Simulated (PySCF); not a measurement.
# Dipole response of Sn⁻ (tin, charge -1)

[Kr] 4d10 5s2 5p3, high-spin 4S determinant. Calculation: PySCF 2.14, in aug-cc-pVQZ-PP with one added diffuse shell each of s, p, d, f, g type with ECP28MDF (8s8p6d4f3g, 117 functions); a scalar-relativistic core potential. Coupled (time-dependent) response in atomic units; α is the mean over directions.

| method | mean α (bohr³) | C₆ (like pair) | S(−4) |
| --- | --- | --- | --- |
| UHF | 187.9 | 3165 | 21580 |

S(−4) is the Cauchy moment in α(ω) = α(0) + S(−4) ω² + …

α(iu) at UHF:

```csv
u (hartree),α(iu) (bohr³)
0,187.9
0.0500,150.2
0.100,104.1
0.200,56.02
0.300,34.76
0.500,17.25
0.750,9.459
1.00,6.156
1.50,3.388
2.00,2.221
3.00,1.198
5.00,0.5123
```

For an ion, C₆ is the dispersion term alone; charge-induced terms of lower order in 1/R come first.

Energies and moments cover only the electrons outside the core potential.
